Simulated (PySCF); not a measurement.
## AlF₃, singlet: molecular constants

Level of theory: PySCF, B3LYP, basis Al def2-TZVP, F def2-TZVP (no relativity, density fitting).

The structure is a minimum.

```json
{
  "Point group": "D3h",
  "Bond lengths": "Al–F 1.634 Å (×3)",
  "Bond angles": "F–Al–F 120.0° (×3)",
  "Lowest empty level": "-1.92 eV",
  "Entropy at 298.15 K and 1 bar": "278.1 J/(mol K)",
  "Highest occupied level": "-11.41 eV",
  "Atomisation energy without zero-point energy": "1734 kJ/mol",
  "Principal quadrupole moments (Buckingham, traceless) about the centre of mass": "-4.69, -4.69, 9.39 D Å",
  "Rotational symmetry number": "6",
  "Rotational constants": "0.2214, 0.2214, 0.1107 cm⁻¹",
  "Principal polarisabilities": "16.6, 19.4, 19.4 bohr³",
  "Enthalpy at 298.15 K above 0 K": "14.21 kJ/mol",
  "Zero-point energy": "20.1 kJ/mol",
  "Heat capacity Cp at 298.15 K": "62.4 J/(mol K)",
  "Dipole moment": "0.00 D"
}
```

Harmonic modes (masses in u: Al 26.982, F 18.998):
| symmetry | ω (cm⁻¹) | IR (km/mol, summed over degenerate members) | μ (u) |
| --- | --- | --- | --- |
| e' | 242 | 67.1 | 19.90 |
| a2'' | 289 | 137 | 23.77 |
| a1' | 689 | 0.0 | 19.00 |
| e' | 951 | 373 | 22.50 |

In D3h the vibrations span 2e' + a2'' + a1'. The a1' mode carries no infrared intensity, as symmetry demands.

Charges (e):
```
  atom  Mulliken  Löwdin  polar tensor  Mayer order to Al1
   Al1      0.97   -0.01          1.88                   –
F2,3,4     -0.32    0.00         -0.63                1.14
```

Mulliken populations on Al1: s 4.53, p 6.80, d 0.55, f 0.16.

Counting electrons, aluminium keeps none of its valence electrons outside its bonds, so the VSEPR class is AX3 and the expected shape is trigonal planar (D3h), as computed.

The final relaxation and frequency run took 17 s on 4 threads of a shared Arm Neoverse V1 host, with 130 basis functions and 8 gradients; the process peaked at 1.4 GiB. Launch command: `OMP_NUM_THREADS=4 python axn.py task.json out`.
